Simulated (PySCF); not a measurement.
BCl, SMILES [B]Cl (connectivity only; charge and spin as stated), charge +1, multiplicity 2. Geometry optimised at PBE-D3(BJ)/def2-TZVPD.

The numbers are results of PySCF 2.14.0 with PBE-D3(BJ)/def2-TZVPD, not measurements.

Harmonic wavenumbers (cm⁻¹): 1122. Rotational constants (GHz): 23.60 (linear); symmetry number 1.

Task: Work out the zero-point energy and the ideal-gas rigid-rotor harmonic-oscillator thermochemistry at 298.15 K and 1 atm.

Result: ZPE = ½ Σ hcν = ½ × 1122 cm⁻¹ = 1.60 kcal/mol. H − E(el) = 3.69 kcal/mol. Entropy in cal/(mol K): translation 37.42, rotation 13.06, vibration 0.06, spin 1.38, total 51.92. G − E(el) = -11.79 kcal/mol. Cp = 7.22 cal/(mol K).
